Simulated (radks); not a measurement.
Results of a calculation; reference values are marked as such.
Spherical quantum dot in the effective-mass picture: electrons in a parabolic well V = omega^2 r^2 / 2 with omega = 0.713, with a point charge +1 (a donor) at the centre, all in effective atomic units (hartree* = m*/eps^2 hartree, bohr* = eps/m* bohr), one dielectric constant everywhere. Level of theory: non-relativistic Kohn-Sham, PBE, spin-polarised, spherical densities (a radial shooting solver with Libxc functionals). Levels are named by radial order and angular momentum (1s, 1p, 1d, 2s, ...), and open shells are averaged over m.

N = 8, configuration 1s2 1p6. This is the lowest configuration that the search found. Occupied and some empty levels:

level,occupation,eigenvalue (hartree*),<r> (bohr*)
1s,2,3.8144,1.377
1p,6,4.4397,2.083
2s,0,4.8153,2.104
1d,0,4.9633,2.446
1f,0,5.5108,2.730

Energy (hartree*): total 20.1683, kinetic 5.0161, external 3.1766, Hartree 15.003, exchange-correlation -3.0272.

Electron density:

r (bohr*),n(r) (e/bohr*^3)
0.184,0.4297
0.389,0.3066
0.594,0.2364
0.799,0.1962
1.00,0.1717
1.21,0.1539
1.41,0.1377
1.62,0.1205
1.82,0.1015
2.03,0.08162
2.23,0.06206
2.44,0.04435
2.65,0.02967
2.85,0.01855
3.06,0.01085
3.26,0.005950
3.46,0.003059
3.67,0.001471
3.88,0.0006610
4.08,0.0002774
